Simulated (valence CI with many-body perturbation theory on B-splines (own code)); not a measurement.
In17+: electric-dipole lines

Calculated by configuration interaction combined with many-body perturbation theory (CI+MBPT): four valence electrons over a frozen Dirac-Fock core [Ar] 3d10, a basis of 11 s, 11 p, 9 d, 7 f, 5 g, 2 h, 1 i functions for each j, with the one-electron correlation potential Σ1 (screened to all orders), the two-electron term Σ2, the three-electron term Σ3, Breit, model QED; selected single and double excitations, second order for the rest (own B-spline code, finite nucleus).

No measured spectrum was set against this ion. As an estimate, levels hold to about 250 cm⁻¹ or 0.2 % of their energy and the worst to 1 %, as in measured heavy ions of charge 2 to 7; those with d or f electrons hold less well.

Lines 1 to 50 of 222 in falling wavelength, among levels below 142.36 eV, chosen from the strongest by gf and those to the six lowest levels. Wavelengths and rates use the calculated energies, so an error of 1000 cm⁻¹ moves a line at 46.61 nm by 0.47 % and its rate by three times that or more. Electric multipoles are in the length gauge, E1 and E2 with the static RPA response of the core. Weak lines are less certain than strong ones. Lines between different terms over intervals too small for the method are left out, as are lines whose strength nearly cancels. Where a level lies close to another of its J and parity, the split of strength between their lines is uncertain. The highest levels of a list are the least certain.

Names give the largest LS component (configuration and term), which can be under half, so a name can repeat, a term be missing and a line seem to break the LS rules; names also repeat where a configuration has a term twice. Letters in brackets count levels of one name in rising energy.

```csv
λ vac (nm),Upper,Lower,A (s⁻¹),log gf,Branch %
46.61,4s 4p3 5S°_2,4s2 4p2 1D_2,2.36e+07,-2.41,2.1
42.10,4s 4p3 3D°_1,4s2 4p2 1S_0,3.65e+07,-2.54,0.2
35.98,4s 4p3 3D°_1,4s2 4p2 1D_2,2.79e+08,-1.79,1.9
35.52,4p4 1D_2,4s 4p3 1P°_1,2.12e+09,-0.70,8.7
34.96,4s 4p3 5S°_2,4s2 4p2 3P_2,4.42e+08,-1.39,38.7
34.96,4p4 3P_2,4s 4p3 3S°_1,2.24e+09,-0.69,6.7
34.39,4s 4p2 4d 5F_5,4s2 4p 4d 3F°_4,7.54e+08,-0.83,100.0
34.36,4s 4p3 3D°_2,4s2 4p2 1D_2,1.11e+08,-2.01,1.7
33.58,4s 4p2 4d 1G_4,4s2 4p 4d 1F°_3,1.43e+09,-0.66,5.0
33.14,4s 4p3 5S°_2,4s2 4p2 3P_1,6.76e+08,-1.25,59.2
31.98,4s 4p3 3D°_3,4s2 4p2 1D_2,1.96e+09,-0.68,36.4
31.66,4s 4p3 3P°_1,4s2 4p2 1S_0,5.30e+08,-1.62,2.4
30.72,4p4 3P_0,4s 4p3 3S°_1,1.05e+10,-0.83,24.0
30.27,4p4 3P_2,4s 4p3 1D°_2 [a],3.12e+09,-0.67,9.3
29.50,4p4 3P_1,4s 4p3 1D°_2 [b],2.94e+09,-0.94,8.9
28.62,4p4 1D_2,4s 4p3 1D°_2 [b],8.64e+09,-0.28,35.4
28.62,4s 4p3 3D°_1,4s2 4p2 3P_2,1.29e+09,-1.32,8.8
28.46,4s 4p2 4d 3D_2 [a],4s2 4p 4d 3P°_2 [b],2.06e+09,-0.90,1.6
28.45,4p4 3P_1,4s 4p3 3S°_1,5.14e+09,-0.73,15.6
28.07,4s 4p3 3P°_1,4s2 4p2 1D_2,2.39e+07,-3.07,0.1
27.58,4s 4p3 3D°_2,4s2 4p2 3P_2,1.92e+08,-1.96,3.0
27.57,4s 4p3 1D°_2 [a],4s2 4p2 1D_2,7.97e+08,-1.34,3.6
27.39,4s 4p3 3D°_1,4s2 4p2 3P_1,5.10e+06,-3.76,0.0
27.27,4s 4p3 3S°_1,4s2 4p2 1S_0,1.74e+09,-1.23,1.6
27.20,4s 4p2 4d 3F_3 [b],4s2 4p 4d 3D°_3,1.66e+09,-0.89,1.7
27.11,4s 4p2 4d 3D_2 [b],4s2 4p 4d 3P°_1,2.52e+09,-0.86,1.8
27.00,4s 4p2 4d 3D_3 [c],4s2 4p 4d 3P°_2 [b],2.39e+09,-0.74,1.0
26.58,4p4 3P_0,4s 4p3 3P°_1,1.11e+10,-0.93,25.4
26.44,4s 4p3 3D°_2,4s2 4p2 3P_1,6.18e+09,-0.49,95.3
26.39,4p4 1S_0,4s 4p3 1P°_1,2.54e+10,-0.58,71.7
26.29,4p4 3P_2,4s 4p3 3D°_3,1.36e+10,-0.15,40.4
26.06,4s 4p2 4d 3F_3 [b],4s2 4p 4d 1D°_2,1.58e+09,-0.95,1.6
26.03,4s 4p3 3D°_3,4s2 4p2 3P_2,3.43e+09,-0.61,63.6
25.78,4s 4p2 4d 3G_5,4s2 4p 4d 3F°_4,8.46e+09,-0.03,100.0
25.66,4s 4p2 4d 1G_4,4s2 4p 4d 3F°_4,4.19e+09,-0.43,14.7
25.32,4s 4p2 4d 3D_3 [c],4s2 4p 4d 1D°_2,3.04e+09,-0.69,1.3
25.27,4p4 3P_1,4s 4p3 1D°_2 [a],6.01e+09,-0.76,18.2
24.88,4p4 3P_2,4s 4p3 3D°_2,6.83e+09,-0.50,20.3
24.86,4s 4p2 4d 3F_4 [b],4s2 4p 4d 3D°_3,4.56e+09,-0.42,1.9
24.66,4s 4p2 4d 3F_2 [b],4s2 4p 4d 3F°_3,2.56e+09,-0.93,3.1
24.63,4s 4p2 4d 3D_3 [a],4s2 4p 4d 3P°_2 [a],7.61e+09,-0.31,11.7
24.62,4p4 1D_2,4s 4p3 1D°_2 [a],5.86e+09,-0.57,24.0
24.57,4s 4p3 3S°_1,4s2 4p2 1D_2,1.34e+09,-1.44,1.2
24.10,4s 4p2 4d 3D_3 [b],4s2 4p 4d 3P°_2 [a],7.82e+09,-0.32,5.5
24.09,4p4 3P_2,4s 4p3 3D°_1,2.78e+09,-0.92,8.3
24.01,4s 4p2 4d 3G_4,4s2 4p 4d 3F°_3,1.23e+10,-0.02,72.7
23.84,4s 4p3 1D°_2 [b],4s2 4p2 1D_2,1.85e+10,-0.10,88.5
23.72,4s 4p2 4d 3D_1 [c],4s2 4p 4d 3D°_1,5.07e+09,-0.89,3.0
23.59,4s 4p3 3D°_1,4s2 4p2 3P_0,1.30e+10,-0.49,89.0
23.48,4s 4p2 4d 3P_0 [b],4s2 4p 4d 3D°_1,1.26e+10,-0.98,7.9
```
